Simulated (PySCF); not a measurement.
## Dipole moment and polarisability of `C/N=C\[C@H](C)/C=C\F`

Species: C6H10FN.
Geometry (GFN2-xTB, Å), atoms numbered from 1 in this order:
```
atom  x, y, z in Å
C1     2.3387   -0.7615   -0.2098
N2     1.7476   -0.3875    1.0456
C3     0.6204    0.1499    1.1347
C4    -0.3559    0.5196    0.0332
C5    -0.9916    1.8767    0.3351
C6    -1.3960   -0.5590   -0.0133
C7    -1.5046   -1.4695   -0.9636
F8    -0.6790   -1.5019   -2.0287
H9     2.6270    0.1256   -0.7793
H10    1.6710   -1.3638   -0.8294
H11    3.2366   -1.3374    0.0124
H12    0.2805    0.3765    2.1409
H13    0.1689    0.5616   -0.9249
H14   -1.5193    1.8486    1.2865
H15   -1.7001    2.1437   -0.4463
H16   -0.2255    2.6472    0.3867
H17   -2.0911   -0.6002    0.8111
H18   -2.2364   -2.2622   -1.0026
```

Level: PBE0/def2-SVPD (PySCF), static field, nuclei fixed, core orbitals frozen in the response. The polarisability tensor in these axes (au):

```
x   88.95 -3.57  0.45
y   -3.57 79.11 10.83
z    0.45 10.83 75.95
```

Diagonalise the tensor; give its mean and Δα, where Δα² is half the sum of the squared differences of the eigenvalues.

Principal values 66.27, 86.44 and 91.30 au; mean 81.34 au = 12.05 Å³ = 13.41 × 10⁻⁴⁰ C²·m²/J; Δα = 22.99 au (28 % of the mean).

What is the dipole moment, and where does it point?

(-1.96, 0.72, -0.36) D, 2.12 D in size, pointing from the negative to the positive side. Measured along this direction, the outermost atoms are H11 at the negative end and H15 at the positive end.

Orientational against electronic polarisability at 400 K (dilute gas, rigid molecules)?

In Gaussian units μ²/3kT = 27.04 Å³ against 12.05 Å³, a ratio of 2.24; the Debye molar polarisation (4π/3)N_A(α + μ²/3kT) is 98.6 cm³/mol, leaving out the vibrational part.

Find the Langevin capture rate constant for NO+ (29.998 u) meeting this molecule (115.080 u), k = 2.342 × 10⁻⁹ cm³/s × √(α in Å³ / reduced mass in u).

The reduced mass is 23.80 u, so k = 1.67 × 10⁻⁹ cm³/s. The formula leaves out the permanent dipole, which adds to the capture rate.

What would n − 1 = 2πNα be for an ideal gas of these molecules at 273.15 K and 1 atm, electronic part alone?

N = p/kT = 2.6868 × 10¹⁹ cm⁻³, so n − 1 = 2π × N × 12.05 × 10⁻²⁴ cm³ = 2035 × 10⁻⁶ at long wavelengths, for an ideal gas.

Give the principal axes and the span of the nuclei along them.

Largest value along (0.76, -0.54, -0.36), where the nuclei span 5.80 Å; middle along (0.64, 0.52, 0.56), 4.76 Å; least along (-0.12, -0.66, 0.74), 2.85 Å. The response follows the extents in order.

Isolated species at its GFN2-xTB geometry (one conformer only). GFN2-xTB frequencies show an imaginary mode (34i cm⁻¹), so this geometry is no minimum at that level.
